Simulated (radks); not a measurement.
The numbers below are computed, except where a source is named.
Neutral bromine, 35 electrons, occupied as [Ar] 3d10 4s2 4p5. Code: a radial shooting solver on a logarithmic mesh with Libxc functionals. Model: scalar-relativistic Kohn-Sham, r2SCAN, spin-polarised, spherical densities, finite nucleus; open shells are filled with parallel spins first; meta-GGA in the generalised Kohn-Sham scheme; Fermi nuclear charge, rms radius 4.1629 fm; hard spherical wall at 15 bohr.

Normalised radial functions P(r) = r R(r), r in bohr:

| r | 4p down |
|---|---|
| 0.001881 | 0.0006 |
| 0.002469 | 0.0009 |
| 0.003215 | 0.0015 |
| 0.00422 | 0.0025 |
| 0.005539 | 0.0041 |
| 0.00727 | 0.0067 |
| 0.009543 | 0.0109 |
| 0.01243 | 0.0174 |
| 0.01631 | 0.0276 |
| 0.02141 | 0.0429 |
| 0.0281 | 0.0649 |
| 0.03689 | 0.0948 |
| 0.04841 | 0.1315 |
| 0.06304 | 0.1693 |
| 0.08275 | 0.1992 |
| 0.1086 | 0.2014 |
| 0.1426 | 0.1527 |
| 0.1871 | 0.0393 |
| 0.2437 | -0.1186 |
| 0.3198 | -0.2742 |
| 0.4198 | -0.3345 |
| 0.551 | -0.2294 |
| 0.7233 | 0.0335 |
| 0.9418 | 0.3544 |
| 1.236 | 0.6312 |
| 1.623 | 0.7469 |
| 2.13 | 0.6787 |
| 2.796 | 0.4922 |
| 3.64 | 0.2895 |
| 4.778 | 0.1298 |
| 6.272 | 0.0428 |

4p down: eigenvalue -7.667 eV, 2 radial nodes at r = 0.201, 0.702 bohr, <r> = 2.11 bohr, 90 % of the charge inside 3.27 bohr.
